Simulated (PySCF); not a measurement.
CsI, SMILES [I][Cs]. The structure is a stationary point at B3LYP-D3(BJ)/def2-TZVPD. The def2 effective core potentials stand for the cores of Cs, I; spin–orbit coupling is left out.

Computed equilibrium geometry at B3LYP-D3(BJ)/def2-TZVPD (PySCF confirms it by a frequency run) as Cartesian coordinates in Å, and its point group:
point group C∞v.
```xyz
2

Cs     0.0000     0.0000    -1.6589
I      0.0000     0.0000     1.7215
```
